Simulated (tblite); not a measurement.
A tight-binding relaxation on `FB(F)c1ccc2c(c1)C=C2`.

Computed with GFN2-xTB geometry optimisation, gas phase (tblite 0.8.0). Start geometry: from a force field or distance geometry. A driver script takes a list of jobs; this job's settings line and coordinates (Å) are shown.

Input:
```
{"job": {"kind": "relax", "xc": "GFN2-xTB", "basis": "xTB"}, "charge": 0, "multiplicity": 1}
F      3.253200    -1.920900    -0.275300
B      2.841400    -0.595500     0.156000
F      3.862200     0.314000     0.652700
C      1.335700    -0.162800     0.110300
C      0.950100     1.138600     0.565500
C     -0.408800     1.552900     0.523700
C     -1.299300     0.617500     0.046100
C     -0.937500    -0.613600    -0.359900
C      0.363900    -1.088500    -0.358700
C     -2.343800    -0.916300    -0.663900
C     -2.696700     0.308200    -0.258600
H      1.693000     1.833200     0.924100
H     -0.723100     2.537400     0.862100
H      0.605300    -2.084500    -0.704200
H     -2.872800    -1.762900    -1.061100
H     -3.630300     0.852100    -0.170300
```

Q: Give the output.

A: 
```
step      E/eV     max force
  0    -825.58082    4.873
  1    -826.03689    3.709
  2    -826.30605    1.053
  3    -826.37896    1.121
  4    -826.40971    0.502
  5    -826.42522    0.341
  6    -826.43201    0.225
  7    -826.43592    0.157
  8    -826.43855    0.136
  9    -826.44026    0.099
... (9 lines left out)
 19    -826.44280    0.021
 20    -826.44285    0.022
 21    -826.44290    0.020
 22    -826.44296    0.022
 23    -826.44303    0.026
 24    -826.44311    0.024
 25    -826.44317    0.019
 26    -826.44320    0.013
 27    -826.44322    0.010
 28    -826.44323    0.007
```

«max force» is the largest atomic force in eV/Å.

Q: From which step on does the largest force stay under 0.1 eV/Å, and how much energy is left to gain from there?

A: From step 9 (0.099 eV/Å), 3.0 meV above the end.

In short: energy lowered by 19.9 kcal/mol over 28 steps; largest atomic force 0.007 eV/Å at the end.

Hardware: one thread of an Arm Neoverse V2, shared host with 96 logical CPUs at a one-minute load of 10. Cost: 0.15 s wall.
Labels such as C1 count atoms from 1, the log's own numbers from 0.
